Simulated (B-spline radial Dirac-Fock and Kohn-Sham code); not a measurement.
# How core holes in Zn⁸⁺ decay

System: Zn⁸⁺ in the configuration 1s2 2s2 2p6 3s2 3p6 3d4.

The run's input, task.json:

```json
{"items": [{
  "Z": 30,
  "q": 8,
  "cfg": [[1, 0, 2], [2, 0, 2], [2, 1, 6], [3, 0, 2], [3, 1, 6], [3, 2, 4]],
  "A": 64,
  "rrms": 3.9283,
  "do": ["binding", "quiet", "decay"],
  "holes": ["K", "L1", "L2", "L3", "M1", "M2", "M3"]
}]}
```

Launch: `python xray_run.py task.json out`

Calculated with an atomic code on a B-spline grid, using one-electron (LDA, Dirac) transition rates at Dirac-Fock energies.

Partial widths are in eV. Coster-Kronig decay leaves a hole in the same principal shell; its rates are the weakest part of the model, often 1.5 to 2.5 times too large and more for N holes. Holes without an open Auger channel, or with an unreliable SCF state, are not listed.

| hole | radiative | Auger | Coster-Kronig | total | fluorescence yield | lifetime (fs) |
| --- | --- | --- | --- | --- | --- | --- |
| K | 0.787 | 0.856 | 0 | 1.64 | 0.479 | 0.401 |
| L1 | 0.00747 | 0.390 | 0 | 0.397 | 0.0188 | 1.66 |
| L2 | 0.00499 | 0.525 | 0 | 0.530 | 0.00940 | 1.24 |
| L3 | 0.00494 | 0.538 | 0 | 0.543 | 0.00909 | 1.21 |
